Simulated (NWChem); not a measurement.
Species: CH$_{2}$NO cation; SMILES C(=[NH2+])=O

Results from NWChem. Pople sets run with spherical d functions. Structure relaxed at the PBE0/def2-SVP level. Core excitations by TDA in a window of 1s orbitals, non-relativistic and unshifted: absolute energies depend strongly on the exact-exchange share.

| level | first 1s excitation (eV) | dipole oscillator strength of the first | first state with f > 0.002 (eV) | dipole oscillator strength of that state |
|---|---|---|---|---|
| N K edge, B3LYP/6-311G** | 388.6 | 0.0000 | 390.3 | 0.0240 |
| N K edge, PBE0/def2-TZVP | 390.3 | 0.0000 | 391.8 | 0.0244 |
| C K edge, PBE0/cc-pVTZ | 278.5 | ___ | 278.5 | ___ |
| C K edge, B3LYP/cc-pVTZ | 277.8 | 0.0630 | 277.8 | 0.0630 |

Task: Some entries are withheld; supply them.

Result: 
- C K edge, PBE0/cc-pVTZ, dipole oscillator strength of the first: 0.0654
- C K edge, PBE0/cc-pVTZ, dipole oscillator strength of that state: 0.0654
